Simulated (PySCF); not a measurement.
Compound: C2H10AsPSi3.
Atom-mapped SMILES: `[CH:1]#[C:2][SiH2:3][As:4]([SiH3:5])[SiH2:6][PH2:7]` (hydrogens: H8 on C1; H9, H10 on Si3; H11, H12, H13 on Si5; H14, H15 on Si6; H16, H17 on P7)

Method used: core-valence-separated Tamm–Dancoff BHandHLYP/aug-pcX-1 (pcseg-1 on H, def2-SVPD on Si, def2-SVPD on P, def2-SVPD on As) in PySCF, non-relativistic, gas phase, PBE0-D3(BJ)/def2-SVP geometry. The energies are unshifted.

Question: What does the C 1s absorption edge look like?

Answer: 
| E (eV) | f | core hole on | main final orbital | polarisation |
| --- | --- | --- | --- | --- |
| 282.86 | 0.1061 | C2 | LUMO/LUMO+1 (2 roots, f summed) | across the triple bond |
| 283.07 | 0.0503 | C1 | LUMO (51 %) | across the triple bond |
| 283.15 | 0.0525 | C1 | LUMO+1 (40 %) | across the triple bond |
| 285.95 | 0.0132 | C2 | LUMO+2 (40 %) | mixed |
| 286.12 | 0.0120 | C1 | LUMO+4 (47 %) | along the triple bond |
| 286.25 | 0.0035 | C2 | LUMO+4 (33 %) | across the triple bond |
| 286.54 | 0.0060 | C2 | spread | across the triple bond |
| 286.71 | 0.0037 | C2 | spread (2 roots, f summed) | across the triple bond |
| 286.93 | 0.0063 | C2 | spread | across the triple bond |

The first line with a tenth or more of the strongest one's intensity is at 282.86 eV (f = 0.106, sum of 2), with the hole on C2 (alkyne carbon), polarised across the triple bond: a 1s→π* resonance. It is also the strongest listed.

Roots within 0.03 eV whose holes lie on the same, on equivalent or on shared atoms are summed into one line, and the highest roots are left out, as the search may have cut off their partners. Final orbitals are the ground state's empty Kohn–Sham orbitals.

Question: What length of transition dipole belongs to the line at 283.15 eV?

Answer: From f = (2/3) ΔE |μ|² in atomic units, with ΔE = 10.406 Eh and f = 0.0525: |μ| = 0.087 au = 0.22 D.

The list ends where the root search ended, not at a threshold. Relativistic effects, spin–orbit coupling among them, are left out although an element past zinc is present.

The values belong to the conformer `[CH:1]#[C:2][SiH2:3][As:4]([SiH3:5])[SiH2:6][PH2:7]`: C2–Si3–As4–Si5 -35°, Si3–As4–Si6–P7 -155°, H–P7–Si6–As4 -72°, H–P7–Si6–As4 -166°.
